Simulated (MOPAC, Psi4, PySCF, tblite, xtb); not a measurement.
Dimer CO2 ··· C2H2 (SMILES O=C=O and C#C), singlet at R = 4.30 Å between the centres of mass, closest contact 3.17 Å (a random orientation, not optimised). Geometry in Å and degrees:

```
7

O     -1.160     0.000     0.000
C      0.000     0.000     0.000
O      1.160     0.000     0.000
C     -4.364    -1.274    -0.495
C     -3.489    -1.877    -1.045
H     -5.141    -0.738    -0.006
H     -2.712    -2.412    -1.534
```

Levels of theory: GFN2-xTB (tblite); SAPT0/jun-cc-pVDZ, frozen core (Psi4); revPBE/def2-TZVP, counterpoise-corrected (Psi4); revPBE-D3(BJ)/def2-TZVP, counterpoise-corrected (Psi4); PBE/def2-TZVP, counterpoise-corrected (Psi4); PBE-D3(BJ)/def2-TZVP, counterpoise-corrected (Psi4); HF/aug-cc-pVDZ, counterpoise-corrected (Psi4); MP2/aug-cc-pVDZ = DF-MP2/aug-cc-pVDZ, frozen core, counterpoise-corrected (Psi4); SCS-MP2/aug-cc-pVDZ = DF-SCS-MP2/aug-cc-pVDZ, frozen core, counterpoise-corrected (Psi4); PM3, restricted, heats of formation (MOPAC); PM6, restricted, heats of formation (MOPAC); GFN1-xTB (xtb); RKS-B3LYP/6-31G* = PySCF 2.14.0 with restricted B3LYP/6-31G*, spherical d, no counterpoise correction; RKS-B3LYP/LANL2DZ = PySCF with restricted B3LYP/LANL2DZ, no counterpoise correction; RHF/6-31G* = restricted Hartree-Fock/6-31G*, spherical d, no counterpoise correction (PySCF); RKS-LDA (SVWN5)/6-31G* = restricted LDA (SVWN5)/6-31G*, spherical d, no counterpoise correction run with PySCF 2.14.0.

Problem. What interaction energy does each level give?

Solution. 
```tsv
method	E_int / kJ/mol
RKS-LDA (SVWN5)/6-31G*	-2.00
GFN1-xTB	-0.91
GFN2-xTB	-0.31
PM6	1.22
PBE-D3(BJ)/def2-TZVP	1.33
MP2/aug-cc-pVDZ	1.73
revPBE-D3(BJ)/def2-TZVP	2.27
SCS-MP2/aug-cc-pVDZ	2.82
RKS-B3LYP/6-31G*	2.91
PBE/def2-TZVP	3.50
PM3	4.19
SAPT0/jun-cc-pVDZ	4.19
RKS-B3LYP/LANL2DZ	4.67
RHF/6-31G*	5.72
revPBE/def2-TZVP	6.38
HF/aug-cc-pVDZ	7.43
```
